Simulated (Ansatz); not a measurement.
Ga3Cl6⁺, relaxed as a singlet with RKS PBE-D4/def2-SVP in Ansatz, starting from the GFN1-xTB geometry. Force threshold 0.03 eV/Å.

Another isomer (singlet) lies 0.64 eV lower at PBE0-D4/def2-TZVP; other spin states weren't run for this one.

Start:

Cartesian coordinates in Å:
```
Ga 0.664 1.541 -0.201
Ga 0.006 2.073 2.113
Ga -0.450 -2.710 -1.601
Cl -2.026 2.382 2.626
Cl 0.821 -3.619 -2.978
Cl 1.622 2.379 -1.941
Cl -2.194 -3.528 -0.801
Cl 1.469 2.184 3.640
Cl 0.087 -0.702 -0.856
```

```csv
step,energy (eV),largest force component (eV/Å),SCF passes
1,-232174.4101,0.791,18
2,-232174.5478,0.412,20
3,-232174.5896,0.116,19
4,-232174.6210,0.081,19
5,-232174.6589,0.139,20
6,-232174.6889,0.217,20
7,-232174.7145,0.180,19
8,-232174.7454,0.138,19
9,-232174.7733,0.177,19
10,-232174.7956,0.159,19
11,-232174.8136,0.177,19
12,-232174.8218,0.090,19
13,-232174.8276,0.064,19
14,-232174.8316,0.125,18
15,-232174.8356,0.107,18
16,-232174.8416,0.268,19
17,-232174.8484,0.284,18
18,-232174.8658,0.282,20
19,-232174.8918,0.252,20
20,-232174.9280,0.169,19
21,-232175.0005,0.176,20
22,-232175.0879,0.230,20
23,-232175.1470,0.364,24
24,-232175.1791,0.186,18
25,-232175.2123,0.074,19
26,-232175.2162,0.051,18
27 (rejected),-232175.2019,0.466,18
28,-232175.2175,0.005,19
```

Force components are those of the run's own axes.

End:

```xyz
9

Ga   -0.060    0.455    0.399
Ga    0.119    2.286    2.101
Ga   -0.084   -2.028   -1.862
Cl   -1.683    3.305    2.539
Cl    1.903   -2.637   -2.244
Cl   -0.025    0.451   -1.871
Cl   -2.011   -2.576   -2.527
Cl    2.079    2.544    2.864
Cl   -0.238   -1.800    0.601
```

Bonds formed: Ga3–Cl6 (atoms count from 1).

No frequencies were taken in this run, so the end may be a saddle point.

Run time 43 s (4 threads of Intel Xeon 6975P-C on a shared host).
